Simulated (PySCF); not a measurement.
The third ionisation energy along the second row

All values are computed (PySCF 2.14, energy differences of UHF-based or UKS calculations, no spin-orbit coupling). Values in eV. The last column holds reference values (NIST; (s) semi-empirical, (t) theoretical, else measured). Unmarked ones compare directly (S terms, centres of terms, or small fine structure); those marked * lie between the lowest fine-structure levels and include a spin-orbit shift.

| element | configurations | UHF | MP2 (valence) | SCS-MP2 (valence) | CCSD (valence) | CCSD(T) (valence) | M06-2X | reference |
| --- | --- | --- | --- | --- | --- | --- | --- | --- |
| Be (cc-pVTZ, non-relativistic) | 1s2 → 1s1 | 153.25 | 153.37 | 153.39 | 153.37 | 153.37 | 154.71 | 153.90 (t) |
| B (cc-pVTZ, non-relativistic) | [He] 2s1 → 1s2 | 37.815 | n/a | n/a | n/a | n/a | 38.183 | 37.931 |
| C (cc-pVTZ, non-relativistic) | [He] 2s2 → [He] 2s1 | 45.786 | 46.956 | 47.190 | 47.770 | 47.770 | 47.326 | 47.888 |
| O (cc-pVTZ, non-relativistic) | [He] 2s2 2p2 → [He] 2s2 2p1 | 54.575 | 54.951 | 54.807 | 54.738 | 54.748 | 55.040 | 54.936 (s) * |
| Ne (cc-pVTZ, non-relativistic) | [He] 2s2 2p4 → [He] 2s2 2p3 | 61.817 | 62.983 | 63.084 | 63.014 | 63.030 | n/a | 63.423 * |

"Valence" correlates the outer s and p shells and, in groups 3 to 12 and the f block, the outer d or f shell, open or full, or the next shell where the ion has no valence electron left; the wider scheme adds the next inner shell.
